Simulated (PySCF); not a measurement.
Computed shifts of a molecule C₃H₁₀BN, HF/pcSseg-1 run with PySCF, GIAO, gas phase, atoms alike by connectivity averaged where their shifts nearly agree, in ppm (number of nuclei): ¹³C: 14.2 (1), 12.0 (1), 7.9 (1). ¹H: 3.79 (1), 3.68 (1), 1.24 (3), 0.95 (2), 0.62 (3). ¹⁵N: 90.9 (1). References: ¹¹B against BF3 (σ = 102.7 ppm); ¹³C against TMS (σ = 192.6 ppm); ¹H against TMS (σ = 31.99 ppm); ¹⁵N against NH3 (σ = 267.3 ppm), references at their B3LYP-D3(BJ)/def2-TZVP geometries, non-relativistic. Geometry: r2SCAN-D4/def2-SVP. Other conformers were not sampled.

### Question
Which molecule gave these data?
(A) CCB(C)N
(B) CNB(C)C
(C) BNC(C)C
(D) CBN(C)C

### Answer
A, CCB(C)N
